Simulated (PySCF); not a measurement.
ammonium (H₄N), SMILES [NH4+], charge +1. The structure is a stationary point at PBE-D3(BJ)/def2-TZVPD.

Computed equilibrium geometry at PBE-D3(BJ)/def2-TZVPD (PySCF confirms it by a frequency run) as a Z-matrix, and its point group:
point group Td.
```
N
H 1 1.0321
H 1 1.0321 2 109.47
H 1 1.0321 2 109.47 3 120.00
H 1 1.0321 2 109.47 4 120.00
```
Charge +1, spin multiplicity 1.
